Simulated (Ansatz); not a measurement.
Abridged output of a molecular run in Ansatz:

```
Functional definition: HF
912 factors; integrals over basis functions are off by at most 1.1e-3 eV
mean field evaluation 1: about -63587.5589 eV, gradient 3.5e1 eV
mean field evaluation 2: about -63587.7683 eV, gradient 3.6e1 eV
mean field evaluation 4: about -63590.0183 eV, gradient 3.6e0 eV
mean field evaluation 8: about -63590.0505 eV, gradient 5.9e-1 eV
mean field -63590.05136849 eV, -2336.8912849072 hartree, gradient 3.4e-6 eV, S^2 0.000000; 0 other end points of the search recorded, 0 dependent functions left out
15 core orbitals not correlated: weight in the atoms' cores, before any rotation towards them, 1.000 or more for the frozen orbitals, at most 0.000 for the correlated occupied ones
reference -63590.05136849 eV, -2336.8912849072 hartree; 13, 13 occupied and 109, 109 virtual orbitals, 912 factors
second order -25.49933194 eV of doubles, -0.00000000 eV of singles
cycle   1  -23.87332301 eV  change     1.6e0 eV  update   1.2e-1
cycle   2  -24.51918870 eV  change   -6.5e-1 eV  update   4.7e-2
cycle   3  -24.65421709 eV  change   -1.4e-1 eV  update   2.0e-2
cycle   4  -24.62320382 eV  change    3.1e-2 eV  update   7.0e-3
cycle   5  -24.61282537 eV  change    1.0e-2 eV  update   2.7e-3
cycle   6  -24.61543377 eV  change   -2.6e-3 eV  update   8.5e-4
cycle   7  -24.61589138 eV  change   -4.6e-4 eV  update   3.2e-4
cycle   8  -24.61550927 eV  change    3.8e-4 eV  update   1.2e-4
cycle   9  -24.61561472 eV  change   -1.1e-4 eV  update   3.4e-5
cycle  10  -24.61565887 eV  change   -4.4e-5 eV  update   1.3e-5
cycle  11  -24.61562829 eV  change    3.1e-5 eV  update   4.7e-6
perturbative correction -0.78216021 eV, -0.0287438574 hartree
Total energy: -63615.44915699 eV, -2337.8246364193 hartree
```

Its atoms:

Z-matrix (Å, degrees):
```
Zn
F 1 1.739
Cl 1 2.073 2 180.0
```

Question: Which basis set was used?
A. def2-SVPD
B. def2-TZVPP
C. def2-SVP
D. cc-pV(Q+d)Z

Answer: B. It gives 137 functions.

Question: Write the keys of the input that set method, charge and spin (a neutral closed shell needs none for the last two).

Answer: 
```yaml
correlation: {method: ccsd_t, frozen_orbitals: {Cl: 5, F: 1, Zn: 9}}
```
